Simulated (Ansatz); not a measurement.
`[OH][GeH2][GeH3]` + `[SiH3][GeH3]` → `[SiH3][GeH2][GeH2][GeH3]` + H₂O at 400 K and 1 bar (formal exchange of groups at a Ge–O bond).

Program: Ansatz. Geometries: PBE0-D4/def2-TZVP. ΔE: electronic, gas phase. CCSD(T)/CBS is the MP2 limit (def2-TZVPP, def2-QZVPP) plus CCSD(T) − MP2 in def2-TZVPP, frozen cores. This one scheme is used for every species. For Ge outer-core shells are correlated without core-valence functions, which leaves a few kJ/mol of doubt a bond. Scalar relativity is left out up to krypton. Each species was taken in one conformer, which may not be the lowest.

| species | CCSD(T)/CBS energy (Eh) | H − E (kJ/mol) | S (J/(mol·K)) |
| --- | --- | --- | --- |
| `[OH][GeH2][GeH3]` | -4231.02019 | 169.9 | 382.1 |
| `[SiH3][GeH3]` | -2368.78170 | 150.2 | 319.5 |
| `[SiH3][GeH2][GeH2][GeH3]` | -6523.43556 | 258.9 | 508.5 |
| H₂O | -76.37941 | 69.8 | 198.6 |

H − E and S are ideal-gas, rigid-rotor, harmonic terms from PBE0-D4/def2-TZVP, for one conformer and one mirror image of each species. 1 Eh = 2625.50 kJ/mol, R = 8.31446 J/(mol·K).

By hand: ΔE, ΔH, ΔS and ΔG.

ΔE = (-6523.43556) + (-76.37941) − (-4231.02019) − (-2368.78170) = -0.01308 Eh = -34.3 kJ/mol. Δ(H − E) = 258.9 + 69.8 − 169.9 − 150.2 = 8.6, so ΔH = -25.7 kJ/mol. ΔS = 508.5 + 198.6 − 382.1 − 319.5 = 5.5 J/(mol·K). ΔG = -25.7 − 400 × (5.5)/1000 = -27.9 kJ/mol.

By hand: the equilibrium constant, and the temperature at which ΔG would vanish if ΔH and ΔS stayed fixed.

log₁₀ K = −ΔG/(RT ln 10) = 3.6. ΔH and −TΔS have one sign here, so there is no such temperature.

The number of gas molecules stays the same, so ΔS is small and ΔH decides. A doubt of 5 kJ/mol in ΔE shifts log₁₀ K by 0.7 here. Other conformers and mirror images would add mixing entropy, several J/(mol·K) or more a flexible species. Modes under 60 cm⁻¹, often nearly free rotors, make the harmonic entropy too high. These are equilibria of isolated gas molecules and say nothing of rates. Largest T1 diagnostic: 0.012 (customary marks: 0.02 for closed shells, 0.045 for open ones).

ΔS is within the doubt of such terms, so its sign, and with it that verdict, could turn.
